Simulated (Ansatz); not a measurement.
Gas-phase electronic energies from Ansatz, PBE0-D4/def2-TZVP geometries. CBS: MP2 limit from def2 TZ/QZ plus the TZ coupled-cluster correction, frozen cores. This one scheme is used for every species. Functionals use def2-TZVPP. B3LYP here is the variant with VWN-RPA as its local correlation; programs differ in this. One conformer a species, not always the lowest.

`O[SiH2][SiH2]CF` + PH₃ → `O[SiH2][SiH2]P` + `CF`  (ligand exchange at the Si–C bond)

`O[SiH2][SiH2]CF`:

Z-matrix (Å, degrees):
```
Si
Si 1 2.351
O 1 1.655 2 112.0
H 1 1.490 2 109.3 3 123.8
H 1 1.485 2 109.8 3 -116.9
C 2 1.903 1 110.7 3 176.8
H 2 1.491 1 110.7 3 -62.0
H 2 1.491 1 111.0 3 58.0
H 3 0.958 1 117.5 2 65.4
F 6 1.392 2 110.2 1 53.8
H 6 1.095 2 111.5 1 173.8
H 6 1.095 2 111.0 1 -66.0
```

PH₃:

```xyz
4

P    -0.013    0.481    0.325
H    -0.171   -0.823    0.865
H     1.111    0.104   -0.457
H    -0.927    0.238   -0.733
```

`O[SiH2][SiH2]P`:

```xyz
11

O     0.416   -1.563    1.188
Si    0.114    0.057    1.340
Si   -0.924    0.690   -0.654
P     0.261    0.059   -2.472
H     0.837   -2.009    1.924
H    -0.731    0.332    2.540
H     1.382    0.826    1.517
H    -2.280    0.086   -0.764
H    -1.075    2.172   -0.694
H     1.482    0.589   -1.971
H     0.519   -1.239   -1.955
```

`CF`:

Cartesian coordinates in Å:
```
C 0.050 0.034 0.005
F -1.085 -0.737 -0.098
H 0.532 0.092 -0.974
H 0.730 -0.425 0.726
H -0.227 1.035 0.342
```

```csv
level,ΔE (kJ/mol),difference from CCSD(T)/CBS
PBE-D4,-52.3,-1.7
r2SCAN-D4,-50.7,-0.1
PBE0-D4,-54.6,-4.0
B3LYP-D4,-48.0,2.6
ωB97X-V,-46.0,4.6
ωB97M-V,-44.4,6.2
B2PLYP,-46.5,4.1
PBE,-49.9,0.7
r2SCAN,-50.1,0.5
PBE0,-52.4,-1.8
B3LYP,-43.9,6.7
HF/def2-TZVPP,-45.1,5.5
MP2/def2-TZVPP,-52.1,-1.5
SCS-MP2/def2-TZVPP,-48.0,2.6
CCSD/def2-TZVPP,-46.8,3.8
CCSD(T)/def2-TZVPP,-48.1,2.5
HF/def2-QZVPP,-45.0,5.6
MP2/def2-QZVPP,-53.6,-3.0
SCS-MP2/def2-QZVPP,-49.5,1.1
HF/CBS(def2),-45.0,5.6
MP2/CBS(def2),-54.7,-4.1
CCSD/CBS(def2),-49.3,1.3
CCSD(T)/CBS,-50.6,0
```

Largest T1 diagnostic among the species: 0.013.

The D4 term adds −4.1 kJ/mol with B3LYP and −2.2 kJ/mol with PBE0; it sums over pairs of atoms, weighted by their polarisabilities, and B3LYP, whose exchange is more repulsive, gets the larger term. In def2-TZVPP, CCSD(T) changes the Hartree–Fock value by −3.0 kJ/mol (the triples alone add −1.3 kJ/mol) and MP2 by −7.1 kJ/mol.
